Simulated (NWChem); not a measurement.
System: C2H6OSi2; SMILES C([Si@@H]([SiH3])O)#C

```xyz
11

C      1.0015     2.6544     0.2810
C      0.3913     1.6423    -0.0040
Si    -0.5025     0.0950    -0.4209
O     -1.9166    -0.0437     0.4600
Si     0.8112    -1.7694     0.1151
H      1.5370     3.5444     0.5294
H     -0.7820     0.1552    -1.8854
H     -2.5266     0.7069     0.4098
H      1.1494    -1.7830     1.5642
H      2.0788    -1.7153    -0.6660
H      0.1033    -3.0340    -0.2273
```
Atoms are numbered in this order, from 1.

Level: B3LYP/6-31G* (spherical d) (NWChem), optimised geometry, unscaled harmonic frequencies. 

```json
[
 {"frequency (cm⁻¹)": "92", "IR intensity (km/mol)": "0.6"},
 {"frequency (cm⁻¹)": "102", "IR intensity (km/mol)": "1.3"},
 {"frequency (cm⁻¹)": "156", "IR intensity (km/mol)": "6.1"},
 {"frequency (cm⁻¹)": "170", "IR intensity (km/mol)": "2.1"},
 {"frequency (cm⁻¹)": "226", "IR intensity (km/mol)": "85.4"},
 {"frequency (cm⁻¹)": "299", "IR intensity (km/mol)": "27.9"},
 {"frequency (cm⁻¹)": "373", "IR intensity (km/mol)": "67.6"},
 {"frequency (cm⁻¹)": "422", "IR intensity (km/mol)": "2.2"},
 {"frequency (cm⁻¹)": "527", "IR intensity (km/mol)": "26.5"},
 {"frequency (cm⁻¹)": "546", "IR intensity (km/mol)": "33.4"},
 {"frequency (cm⁻¹)": "635", "IR intensity (km/mol)": "60.8"},
 {"frequency (cm⁻¹)": "670", "IR intensity (km/mol)": "35.2"},
 {"frequency (cm⁻¹)": "700", "IR intensity (km/mol)": "35.5"},
 {"frequency (cm⁻¹)": "772", "IR intensity (km/mol)": "242.2"},
 {"frequency (cm⁻¹)": "837", "IR intensity (km/mol)": "52.9"},
 {"frequency (cm⁻¹)": "863", "IR intensity (km/mol)": "337.0"},
 {"frequency (cm⁻¹)": "893", "IR intensity (km/mol)": "177.4"},
 {"frequency (cm⁻¹)": "941", "IR intensity (km/mol)": "37.4"},
 {"frequency (cm⁻¹)": "946", "IR intensity (km/mol)": "51.8"},
 {"frequency (cm⁻¹)": "952", "IR intensity (km/mol)": "48.3"},
 {"frequency (cm⁻¹)": "2151", "IR intensity (km/mol)": "47.8"},
 {"frequency (cm⁻¹)": "2218", "IR intensity (km/mol)": "142.4"},
 {"frequency (cm⁻¹)": "2236", "IR intensity (km/mol)": "70.3"},
 {"frequency (cm⁻¹)": "2246", "IR intensity (km/mol)": "135.4"},
 {"frequency (cm⁻¹)": "2253", "IR intensity (km/mol)": "151.7"},
 {"frequency (cm⁻¹)": "3478", "IR intensity (km/mol)": "38.1"},
 {"frequency (cm⁻¹)": "3783", "IR intensity (km/mol)": "62.3"}
]
```

| Property | Result |
|---|---|
| zero-point energy | 42.1 kcal/mol |
| thermal correction to the enthalpy at 298.15 K (with zero-point energy) | 47.9 kcal/mol |
| heat capacity Cv | 28.8 cal/(mol K) |
| entropy at 298.15 K and 1 atm (symmetry number 1) | 88.1 cal/(mol K) |
| dipole moment | 1.79 D |

Rigid rotor and harmonic oscillator; modes under 100 cm⁻¹ make the entropy uncertain.
